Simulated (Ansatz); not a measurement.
# Match the barriers

Saddle point of BH₃F₄, closed shell (BHF₂ ([F][BH][F]) + HF + HF → BF₃ ([F][B]([F])[F]) + HF + H₂; bonds formed: B1–F6, H2–H7, H5–F8; bonds broken: B1–H2, H5–F6, H7–F8), PBE0-D4/def2-TZVP structure:

```xyz
8
angstrom
B -0.7020 0.0198 -0.5102
H -0.4631 0.7687 0.5617
F -1.7606 -0.7483 -0.2463
F -0.7296 0.8230 -1.5755
H 1.2018 -0.5664 0.2498
F 0.5297 -0.8855 -0.6252
H 0.4667 0.5309 0.9781
F 1.4570 0.0578 1.1676
```

Ansatz 0.2.0; basis: def2-TZVPP, with def2-QZVPP for the basis limit; cores frozen in the correlated methods. Extrapolation: Hartree–Fock as exp(−7.88 √X), correlation as X^−2.97. Four methods, as single points on the PBE0-D4 structures, gave these electronic barriers from the start structure: 0.341, 0.528, 0.680, 1.465 eV.

(1) The methods were, in alphabetical order, BLYP-D4, HF, MP2, r2SCAN-D4. Which gave which? (Judge from chemistry; the calculation decides.)

T1 diagnostic: at most 0.012.

Results:

(1) The calculation gives: r2SCAN-D4 0.341; BLYP-D4 0.528; MP2 0.680; HF 1.465 eV. For comparison, CCSD(T) at an estimated basis limit (MP2 extrapolated from triple and quadruple zeta, plus CCSD(T) − MP2 in triple zeta) gives 0.778 eV.

Labels in which every atom is bracketed show which atoms are joined, not bond orders.

For scale, one of the runs: CCSD(T)/def2-TZVPP, 197 basis functions, launched by `ansatz run in.yaml --threads 4 --pin off --events-out ev --progress --plain --max-ram 9574MiB`. Hardware: 4 CPU threads of an Arm Neoverse V1, shared host. Wall time 84 s; peak host memory 2.8 GiB.
